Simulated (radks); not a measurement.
The nuclear charge of neutral calcium is varied continuously with 20 electrons held in [Ar] 4s2. Method: non-relativistic Kohn-Sham, TPSS, spin-polarised, spherical densities, point nucleus; meta-GGA in the generalised Kohn-Sham scheme; computed with a radial shooting solver on a logarithmic mesh with Libxc functionals. By the Hellmann-Feynman theorem dE/dZ = E(electron-nucleus)/Z, the electronic potential at the nucleus.

[
 {"Z": "19.8", "E (hartree)": "-661.65121", "E(electron-nucleus)/Z (hartree)": "-79.1661", "HOMO": "4s", "e(HOMO) (eV)": "-2.593", "<r> HOMO (bohr)": "4.362"},
 {"Z": "20", "E (hartree)": "-677.58653", "E(electron-nucleus)/Z (hartree)": "-80.1867", "HOMO": "4s", "e(HOMO) (eV)": "-3.774", "<r> HOMO (bohr)": "4.080"},
 {"Z": "20.2", "E (hartree)": "-693.72576", "E(electron-nucleus)/Z (hartree)": "-81.2053", "HOMO": "4s", "e(HOMO) (eV)": "-5.068", "<r> HOMO (bohr)": "3.847"},
 {"Z": "20.4", "E (hartree)": "-710.06855", "E(electron-nucleus)/Z (hartree)": "-82.2223", "HOMO": "4s", "e(HOMO) (eV)": "-6.469", "<r> HOMO (bohr)": "3.649"},
 {"Z": "20.6", "E (hartree)": "-726.61460", "E(electron-nucleus)/Z (hartree)": "-83.2380", "HOMO": "4s", "e(HOMO) (eV)": "-7.971", "<r> HOMO (bohr)": "3.478"},
 {"Z": "20.8", "E (hartree)": "-743.36368", "E(electron-nucleus)/Z (hartree)": "-84.2526", "HOMO": "4s", "e(HOMO) (eV)": "-9.569", "<r> HOMO (bohr)": "3.328"},
 {"Z": "21", "E (hartree)": "-760.31556", "E(electron-nucleus)/Z (hartree)": "-85.2662", "HOMO": "4s", "e(HOMO) (eV)": "-11.258", "<r> HOMO (bohr)": "3.194"}
]

The central difference of E at Z = 20 is -80.186 hartree, to compare with the third column; the second derivative is -5.1 hartree.
